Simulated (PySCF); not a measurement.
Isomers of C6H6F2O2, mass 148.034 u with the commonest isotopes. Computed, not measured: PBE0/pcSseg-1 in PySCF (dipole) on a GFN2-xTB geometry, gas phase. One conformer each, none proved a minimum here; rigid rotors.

Problem. Order these by out-of-plane moment Σ m c² = (Ia + Ib − Ic)/2, smallest first.
A. `[CH3:1][C@H:2]1[C:3](=[O:4])[CH2:5][C:6]([F:7])([F:8])[C:9]1=[O:10]` with C1–C2–C3–O4 -34°, C2–C3–C5–C6 0°, C3–C5–C6–F7 99°, C5–C6–C9–O10 -148°
B. `[CH3:1][c:2]1[cH:3][cH:4][c:5]([O:6][CH:7]([F:8])[F:9])[o:10]1` with C4–C5–O6–C7 180°, C5–O6–C7–F8 -82°
C. `[CH:1]#[C:2]/[C:3](=[CH:4]\[O:5][CH3:6])[O:7][CH:8]([F:9])[F:10]` with C3–C4–O5–C6 -2°, C2–C3–O7–C8 -140°, C3–O7–C8–F9 153°
D. `[O:1]=[C:2]([CH:3]=[C:4]([F:5])[F:6])[O:7][CH:8]1[CH2:9][CH2:10]1` with O1–C2–C3–C4 178°, O1–C2–O7–C8 -1°, C2–O7–C8–C9 -145°
E. `[O:1]=[C:2]1[CH2:3][C:4](=[O:5])[C@H:6]([CH:7]([F:8])[F:9])[CH2:10]1` with C4–C6–C7–F8 -71°, O1–C2–C3–C4 177°, C2–C3–C4–O5 175°, C3–C4–C6–C7 135°, C4–C6–C10–C2 -13°

Solution. C (15.35 u·Å²), D (19.93 u·Å²), B (28.31 u·Å²), E (52.58 u·Å²), A (54.69 u·Å²).

Problem. Order these by radius of gyration √(Σ m r²/M), smallest first.
A. `[CH3:1][C@H:2]1[C:3](=[O:4])[CH2:5][C:6]([F:7])([F:8])[C:9]1=[O:10]` with C1–C2–C3–O4 -34°, C2–C3–C5–C6 0°, C3–C5–C6–F7 99°, C5–C6–C9–O10 -148°
B. `[CH3:1][c:2]1[cH:3][cH:4][c:5]([O:6][CH:7]([F:8])[F:9])[o:10]1` with C4–C5–O6–C7 180°, C5–O6–C7–F8 -82°
C. `[O:1]=[C:2]1[CH2:3][C:4](=[O:5])[C@H:6]([CH:7]([F:8])[F:9])[CH2:10]1` with C4–C6–C7–F8 -71°, O1–C2–C3–C4 177°, C2–C3–C4–O5 175°, C3–C4–C6–C7 135°, C4–C6–C10–C2 -13°
D. `[CH:1]#[C:2]/[C:3](=[CH:4]\[O:5][CH3:6])[O:7][CH:8]([F:9])[F:10]` with C3–C4–O5–C6 -2°, C2–C3–O7–C8 -140°, C3–O7–C8–F9 153°

Solution. A (2.049 Å), C (2.166 Å), B (2.309 Å), D (2.386 Å).

Problem. Order these by rotational constant A, smallest first.
A. `[O:1]=[C:2]1[CH2:3][C:4](=[O:5])[C@H:6]([CH:7]([F:8])[F:9])[CH2:10]1` with C4–C6–C7–F8 -71°, O1–C2–C3–C4 177°, C2–C3–C4–O5 175°, C3–C4–C6–C7 135°, C4–C6–C10–C2 -13°
B. `[CH3:1][c:2]1[cH:3][cH:4][c:5]([O:6][CH:7]([F:8])[F:9])[o:10]1` with C4–C5–O6–C7 180°, C5–O6–C7–F8 -82°
C. `[CH:1]#[C:2]/[C:3](=[CH:4]\[O:5][CH3:6])[O:7][CH:8]([F:9])[F:10]` with C3–C4–O5–C6 -2°, C2–C3–O7–C8 -140°, C3–O7–C8–F9 153°
D. `[CH3:1][C@H:2]1[C:3](=[O:4])[CH2:5][C:6]([F:7])([F:8])[C:9]1=[O:10]` with C1–C2–C3–O4 -34°, C2–C3–C5–C6 0°, C3–C5–C6–F7 99°, C5–C6–C9–O10 -148°
E. `[O:1]=[C:2]([CH:3]=[C:4]([F:5])[F:6])[O:7][CH:8]1[CH2:9][CH2:10]1` with O1–C2–C3–C4 178°, O1–C2–O7–C8 -1°, C2–O7–C8–C9 -145°

Solution. D (1950 MHz), A (2023 MHz), C (2189 MHz), E (2445 MHz), B (3059 MHz).

```tsv
SMILES	point group	Ia (u·Å²)	Ib (u·Å²)	Ic (u·Å²)	κ	μa (D)	μb (D)	μc (D)
O=C1CC(=O)[C@H](C(F)F)C1	C1	249.88	497.01	641.73	-0.63	0.06	0.49	1.42
C[C@H]1C(=O)CC(F)(F)C1=O	C1	259.20	416.72	566.55	-0.39	1.09	0.82	0.55
C#C/C(=C\OC)OC(F)F	C1	230.88	627.57	827.75	-0.75	3.81	0.06	1.44
O=C(C=C(F)F)OC1CC1	–	206.72	655.39	822.27	-0.83	0.55	1.56	0.01
Cc1ccc(OC(F)F)o1	C1	165.23	652.62	761.24	-0.91	3.00	0.58	1.04
```
